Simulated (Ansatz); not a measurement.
Reaction (cleavage of the Si–Al bond): `[SiH3][AlH][SiH]1CO1` + H₂Te → `[TeH][SiH]1CO1` + `[AlH2][SiH3]`

Program: Ansatz. Geometries: PBE0-D4/def2-TZVP. ΔE: electronic, gas phase. CCSD(T)/CBS adds triple-zeta CCSD(T) − MP2 to the extrapolated MP2 energy (def2 sets, frozen cores). This one scheme is used for every species. Functionals use def2-TZVPP. B3LYP here is the variant with VWN-RPA as its local correlation; programs differ in this. def2 core potentials past Kr. For Te outer-core shells are correlated without core-valence functions, which leaves a few kJ/mol of doubt a bond. Each species was taken in one conformer, which may not be the lowest.

```tsv
level	ΔE (kJ/mol)	difference from CCSD(T)/CBS
B3LYP-D4	-48.0	6.4
ωB97M-V	-53.4	1.0
B2PLYP	-52.0	2.4
PBE	-38.5	15.9
B3LYP	-47.5	6.9
SCS-MP2/def2-TZVPP	-58.1	-3.7
CCSD/def2-TZVPP	-48.2	6.2
HF/def2-QZVPP	-61.9	-7.5
HF/CBS(def2)	-62.1	-7.7
CCSD/CBS(def2)	-55.8	-1.4
CCSD(T)/CBS	-54.4	0
```

Largest T1 diagnostic among the species: 0.016.

From PBE to PBE0 (25 % exact exchange), in def2-TZVPP and without D4, ΔE moves by −6.0 kJ/mol.

CCSD(T)/CBS has its own doubt, a few kJ/mol and more with outer-core shells, so smaller differences from it don't rank the levels.
